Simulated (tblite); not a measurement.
Isomers of C5H4F4O2. Computed values, GFN2-xTB/tblite, gas phase, harmonic and unscaled. The method is semi-empirical: single wavenumbers can be off by several per cent or more. One conformer each.

Electronic energies: GFN2-xTB at the same geometries; isomer energies are rough at this level and their order can be wrong.

```csv
SMILES,"electronic energy, lowest = 0 (kcal/mol)"
F/C=C/O/C=C(\F)OC(F)F,35.1
O=C([C@@H]1OC[C@@H]1F)C(F)(F)F,34.8
F[C@@H]1C=CO[C@@H]1OC(F)(F)F,0.8
O=C1O[C@@H](F)[C@H]1CC(F)(F)F,0.0
```

How do GFN2-xTB zero-point energies change the relative energies?

| SMILES | ZPE (kcal/mol) | of it from modes above 1550 cm⁻¹ | electronic (kcal/mol) | with ZPE, lowest = 0 (kcal/mol) | lowest mode (cm⁻¹) | rings |
| --- | --- | --- | --- | --- | --- | --- |
| O=C1O[C@@H](F)[C@H]1CC(F)(F)F | 56.7 | 19.8 | 0.0 | 0.0 | 38 | 1 |
| F[C@@H]1C=CO[C@@H]1OC(F)(F)F | 56.5 | 19.8 | 0.8 | 0.6 | 21 | 1 |
| O=C([C@@H]1OC[C@@H]1F)C(F)(F)F | 56.1 | 19.5 | 34.8 | 34.1 | 37 | 1 |
| F/C=C/O/C=C(\F)OC(F)F | 54.6 | 22.3 | 35.1 | 33.1 | 28 | 0 |

The zero-point energies span 2.1 kcal/mol, from `F/C=C/O/C=C(\F)OC(F)F` to `O=C1O[C@@H](F)[C@H]1CC(F)(F)F`. The lowest isomer stays, but the order above it changes.

What do entropy and thermal enthalpy add at 298.15 K and 1 bar (rigid rotor, harmonic oscillator, one conformer each)?

| SMILES | point group | symmetry number | S (cal/(mol K)) | H − H(0) (kcal/mol) | ZPE + H − H(0) − TS (kcal/mol) |
| --- | --- | --- | --- | --- | --- |
| O=C1O[C@@H](F)[C@H]1CC(F)(F)F | C1 | 1 | 101.4 | 6.84 | 33.3 |
| O=C([C@@H]1OC[C@@H]1F)C(F)(F)F | C1 | 1 | 101.5 | 6.98 | 32.8 |
| F/C=C/O/C=C(\F)OC(F)F | C1 | 1 | 110.5 | 7.76 | 29.5 |

Not tabulated: `F[C@@H]1C=CO[C@@H]1OC(F)(F)F` (lowest mode only 21 cm⁻¹).
